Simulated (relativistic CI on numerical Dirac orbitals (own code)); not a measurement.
## Hyperfine structure of Hg⁶⁶⁺, mass number 199

Computed by Dirac-Coulomb-Breit CI, KLI orbitals optimised for each configuration, model QED (radiative potential, 1s self-energy scaled to tabulated hydrogen-like ionisation energies), unscaled Slater integrals (own radial code, finite nucleus).

Configuration list (outside the closed core [Ne]): 3s²3p², 3s²3p3d, 3s3p³, 3s²3d², 3p⁴, 3s3p²3d, 3p²3d², 3s3p3d², 3p³3d, 3s²3d4s, 3s²3d4p, 3s3p3d4s, 3s²3p4s, 3p³4s, 3s3p3d4p, 3p³4p. Levels of other configurations are missing.

Nuclear spin I = 1/2, μ = 0.5039 μN (tables of Stone and Pyykkö). The electronic factors are computed for point nuclear moments, without core polarisation or the Bohr-Weisskopf and QED corrections.

```csv
Level,E (eV),A (GHz)
3s²3p² ³P1,510.47,-372.6
3s²3p² ¹D2,520.78,953.8
3s²3p3d ³F°2,753.66,860
3s²3p² ³P2,1039.42,297.3
```

Levels with J = 0, under 50 % of one LS term, or S terms without an open s electron are left out. Small factors come from cancelling terms and can be off by tens of per cent or more.

At this charge energies of transitions that change n are usually good to better than 1 %, and those within a shell (Δn = 0) to a few per cent.

Problem. Give the hyperfine levels of 3s²3p² ³P1 relative to its centre of gravity.

Solution. With K = F(F + 1) − I(I + 1) − J(J + 1), E = AK/2: F = 1/2: 372.6, F = 3/2: -186.3 GHz.

LS names give the leading component of a level, which can be under half, so a name can repeat, a term be missing and a line seem to break the LS rules.
